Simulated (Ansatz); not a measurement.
All numbers were calculated with Ansatz.

A structure relaxed at PBE0-D4/def2-TZVP, charge 0, multiplicity 1:

```
atom    x (Å)    y (Å)    z (Å)
  C1  -0.4519   1.1417   2.4339
  N2  -0.2232   1.0602   1.0382
  W3   0.0703   0.4395  -0.5805
  N4   1.7992   1.1703  -1.1716
  N5  -1.4517   0.9998  -1.6951
  N6   0.1827  -1.3105  -0.7073
  C7   0.2038  -2.6906  -0.3878
  H8   0.3381   1.7236   2.9232
  H9  -1.4052   1.6415   2.6423
 H10  -0.4811   0.1525   2.9044
 H11   2.4456   0.6753  -1.7642
 H12   2.2189   2.0016  -0.7884
 H13  -1.8257   0.4516  -2.4525
 H14  -2.0532   1.7771  -1.4759
 H15  -0.5752  -3.2288  -0.9403
 H16   1.1675  -3.1371  -0.6596
 H17   0.0410  -2.8678   0.6813
```

(1) Give its formula and SMILES.

(2) Point group (tolerance 0.08 Å, 0.16 Å for H)?

(3) Summarise the bond lengths by kind.

Results:

(1) C2H10N4W, `C[N]=[W]([NH2])([NH2])=[N]C`.

(2) C2v.

(3) 2 × C–N 1.417 Å; 6 × C–H 1.096 Å; 4 × N–W 1.758 to 1.968 Å; 4 × H–N 1.007 Å.
